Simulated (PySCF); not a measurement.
ClSn, doublet, geometry from GFN2-xTB (such geometries of metal compounds can be far from the true shape) (all electrons, no relativity); CAMB3LYP/STO-3G (PySCF).

PySCF was given this input:
```python
from pyscf import gto, scf, dft

mol = gto.M(
    atom='''
Sn   -0.00000000   -0.00000000   -0.60000371
Cl    0.00000000    0.00000000    1.76471678
''',
    basis='sto-3g',
    spin=1,
    verbose=4,
)

mf = dft.UKS(mol)
mf.xc = 'camb3lyp'
mf.level_shift = 0.5
mf.max_cycle = 100
mf.kernel()
mf.analyze()
```

### Question
Write the output that PySCF gives for this input, abridged.

### Answer

```
PySCF version 2.14.0

[INPUT] verbose = 4
[INPUT] num. atoms = 2
[INPUT] num. electrons = 67
[INPUT] charge = 0
[INPUT] spin (= nelec alpha-beta = 2S) = 1
[INPUT] symmetry False subgroup None
[INPUT] Mole.unit = angstrom
[INPUT] Symbol           X                Y                Z      unit          X                Y                Z       unit  Magmom
[...]
nuclear repulsion = 190.213021447622
number of shells = 16
number of NR pGTOs = 108
number of NR cGTOs = 36
basis = sto-3g
ecp = {}

******** <class 'pyscf.dft.uks.UKS'> ********
method = UKS
initial guess = minao
damping factor = 0
level_shift factor = 0.5
DIIS = <class 'pyscf.scf.diis.CDIIS'>
diis_start_cycle = 1
diis_space = 8
diis_damp = 0
SCF conv_tol = 1e-09
SCF conv_tol_grad = None
SCF max_cycles = 100
direct_scf = True
direct_scf_tol = 1e-13
number electrons alpha = 34  beta = 33
XC library pyscf.dft.libxc version 7.1.2
    S. Lehtola, C. Steigemann, M. J. T. Oliveira, and M. A. L. Marques,  SoftwareX 7, 1–5 (2018)
XC functionals = camb3lyp
    T. Yanai, D. P. Tew, and N. C. Handy,  Chem. Phys. Lett. 393, 51 (2004)
radial grids:
    Treutler-Ahlrichs [JCP 102, 346 (1995); DOI:10.1063/1.469408] (M4) radial grids

becke partition: Becke, JCP 88, 2547 (1988); DOI:10.1063/1.454033
pruning grids: <function nwchem_prune>
grids dens level: 3
symmetrized grids: False
atomic radii adjust function: <function treutler_atomic_radii_adjust>
small_rho_cutoff = 0
Set gradient conv threshold to 3.16228e-05
tot grids = 40840
init E= -6403.82973534857

cycle= 1 E= -6420.65756572482  delta_E= -16.8  |g|= 0.174  |ddm|=  1.5
cycle= 2 E= -6420.67231086938  delta_E= -0.0147  |g|= 0.0409  |ddm|= 0.177
cycle= 3 E= -6420.67392845504  delta_E= -0.00162  |g|= 0.0156  |ddm|= 0.0666
cycle= 4 E= -6420.67426245701  delta_E= -0.000334  |g|= 0.00762  |ddm|= 0.0319
cycle= 5 E= -6420.67435480233  delta_E= -9.23e-05  |g|= 0.00387  |ddm|= 0.0177
cycle= 6 E= -6420.67438086512  delta_E= -2.61e-05  |g|= 0.00213  |ddm|= 0.00948
cycle= 7 E= -6420.67438962117  delta_E= -8.76e-06  |g|= 0.00113  |ddm|= 0.00573
cycle= 8 E= -6420.67439222117  delta_E= -2.6e-06  |g|= 0.000631  |ddm|= 0.00307
cycle= 9 E= -6420.67439306968  delta_E= -8.49e-07  |g|= 0.000354  |ddm|= 0.00174
cycle= 10 E= -6420.67439334778  delta_E= -2.78e-07  |g|= 0.000201  |ddm|= 0.000987
cycle= 11 E= -6420.67439344198  delta_E= -9.42e-08  |g|= 0.000115  |ddm|= 0.000574
cycle= 12 E= -6420.67439347396  delta_E= -3.2e-08  |g|= 6.62e-05  |ddm|= 0.000335
[...]
converged SCF energy = -6420.67439349065  <S^2> = 0.75096172  2S+1 = 2.0009615
[...]
**** SCF Summaries ****
Total Energy =                       -6420.674393490648072
Nuclear Repulsion Energy =             190.213021447621543
One-electron Energy =                -9259.796265310607851
Two-electron Energy =                 2648.908850372337838
Two-electron Coulomb Energy =         2838.924945456868954
DFT Exchange-Correlation Energy =     -190.016095084531230
**** MO energy ****
                             alpha | beta                alpha | beta
[...]
To work with the spin densities directly, `use mulliken_meta_spin()` only printing them here.

 ** Mulliken spin pop alpha/beta on meta-lowdin orthogonal AOs **
 ** Mulliken Spin Density (per AO)  **
spin_pop of  0 Sn 1s        0.00000
spin_pop of  0 Sn 2s        0.00000
spin_pop of  0 Sn 3s        0.00000
spin_pop of  0 Sn 4s        0.00001
spin_pop of  0 Sn 5s        0.00989
spin_pop of  0 Sn 2px       0.00000
spin_pop of  0 Sn 2py       0.00000
spin_pop of  0 Sn 2pz      -0.00000
spin_pop of  0 Sn 3px       0.00001
spin_pop of  0 Sn 3py       0.00001
spin_pop of  0 Sn 3pz      -0.00000
spin_pop of  0 Sn 4px       0.00060
spin_pop of  0 Sn 4py       0.00061
spin_pop of  0 Sn 4pz      -0.00002
spin_pop of  0 Sn 5px       0.47674
spin_pop of  0 Sn 5py       0.48817
spin_pop of  0 Sn 5pz      -0.00052
spin_pop of  0 Sn 3dxy     -0.00000
spin_pop of  0 Sn 3dyz      0.00000
spin_pop of  0 Sn 3dz^2    -0.00000
spin_pop of  0 Sn 3dxz      0.00000
spin_pop of  0 Sn 3dx2-y2   -0.00000
spin_pop of  0 Sn 4dxy     -0.00000
spin_pop of  0 Sn 4dyz      0.00001
spin_pop of  0 Sn 4dz^2    -0.00034
spin_pop of  0 Sn 4dxz      0.00001
spin_pop of  0 Sn 4dx2-y2   -0.00000
spin_pop of  1 Cl 1s        0.00000
spin_pop of  1 Cl 2s        0.00000
spin_pop of  1 Cl 3s        0.00098
spin_pop of  1 Cl 2px       0.00001
spin_pop of  1 Cl 2py       0.00001
spin_pop of  1 Cl 2pz      -0.00000
spin_pop of  1 Cl 3px       0.01663
spin_pop of  1 Cl 3py       0.01720
spin_pop of  1 Cl 3pz      -0.01000
 ** Mulliken Spin Density (per atom)  **
spin density of  0 Sn =      0.97517
spin density of  1 Cl =      0.02483
 ** Mulliken pop alpha/beta on meta-lowdin orthogonal AOs **
 ** Mulliken pop       alpha | beta **
[...]
In total            34.00000 | 33.00000
 ** Mulliken atomic charges   ( Nelec_alpha | Nelec_beta ) **
charge of  0Sn =      0.34509  (    25.31504     24.33987 )
charge of  1Cl =     -0.34509  (     8.68496      8.66013 )
Dipole moment(X, Y, Z, Debye): -0.00000, -0.00000, -2.96076
```
